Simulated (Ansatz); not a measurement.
`CCCCCCN`, relaxed with RKS PBE0-D4/def2-TZVP in Ansatz from a PBE-D4/def2-SVP geometry. The force threshold is 0.005 eV/Å; the program also tests the step.

The species carries charge 0 and has multiplicity 1.

Start:

```xyz
22

C     2.335    1.550    1.951
C     0.993    1.116    1.357
C     1.046   -0.257    0.675
C    -0.294   -0.750    0.112
C    -0.836    0.052   -1.077
C    -2.164   -0.489   -1.642
N    -2.158   -1.849   -2.173
H     3.119    1.619    1.167
H     2.267    2.542    2.442
H     2.695    0.824    2.711
H     0.645    1.884    0.632
H     0.220    1.090    2.159
H     1.429   -1.004    1.407
H     1.801   -0.230   -0.145
H    -1.056   -0.754    0.927
H    -0.184   -1.812   -0.202
H    -0.982    1.117   -0.787
H    -0.072    0.061   -1.890
H    -2.515    0.195   -2.447
H    -2.942   -0.437   -0.847
H    -1.429   -1.944   -2.893
H    -1.919   -2.523   -1.436
```

```
step  energy (eV)  largest force (eV/Å)  largest move (Å)
   1   -7950.6181                 0.606             0.000
   2   -7950.7003                 0.232             0.043
   3   -7950.7081                 0.039             0.013
   4   -7950.7085                 0.021             0.007
   5   -7950.7087                 0.007             0.014
   6   -7950.7088                 0.014             0.020
   7   -7950.7089                 0.012             0.014
   8   -7950.7089                 0.005             0.019
   9   -7950.7090                 0.003             0.005
```

End:

```xyz
22

C     2.319    1.532    1.916
C     0.986    1.121    1.314
C     1.030   -0.263    0.685
C    -0.305   -0.754    0.140
C    -0.840    0.052   -1.033
C    -2.147   -0.489   -1.607
N    -2.104   -1.816   -2.198
H     3.105    1.549    1.155
H     2.269    2.528    2.363
H     2.632    0.832    2.696
H     0.683    1.861    0.567
H     0.210    1.138    2.090
H     1.392   -0.976    1.435
H     1.775   -0.270   -0.120
H    -1.049   -0.752    0.947
H    -0.190   -1.800   -0.166
H    -1.003    1.091   -0.728
H    -0.084    0.081   -1.830
H    -2.515    0.204   -2.371
H    -2.908   -0.500   -0.819
H    -1.403   -1.857   -2.928
H    -1.853   -2.512   -1.508
```

Run time 14 s (2 threads of an AMD EPYC 7R13 on a shared host and a share of an NVIDIA H100 80 GB); peak host memory 0.95 GiB.
